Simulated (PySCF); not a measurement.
# Excitation energy of Zn⁺ by level of theory

Zn⁺ [Ar] 3d10 4s1 (2S) → Zn⁺ [Ar] 3d9 4s1 5s1 (4D), as a difference of total energies. Computed with PySCF 2.14 in aug-cc-pVTZ-PP with ECP10MDF, with a scalar-relativistic core potential. Correlated levels: valence: 3s2 3p6 frozen. The calculations carry no spin-orbit coupling.

```
           method  excitation energy (cm⁻¹)
              UHF                    143260
              LDA                    169010
              PBE                    163410
             PBE0                    160620
           r2SCAN                    161030
          r2SCANh                    160270
        CAM-B3LYP                    162400
             BLYP                    163250
            B3LYP                    161930
    MP2 (valence)                    167430
SCS-MP2 (valence)                    165290
```

The upper state lies above the first ionisation limit, but in LS coupling its spin forbids autoionisation to the ground ion. A Rydberg-like electron needs more diffuse functions than a valence basis has.

The promoted electron is Rydberg-like, and one or two diffuse shells describe it only roughly, which tends to raise the upper state.
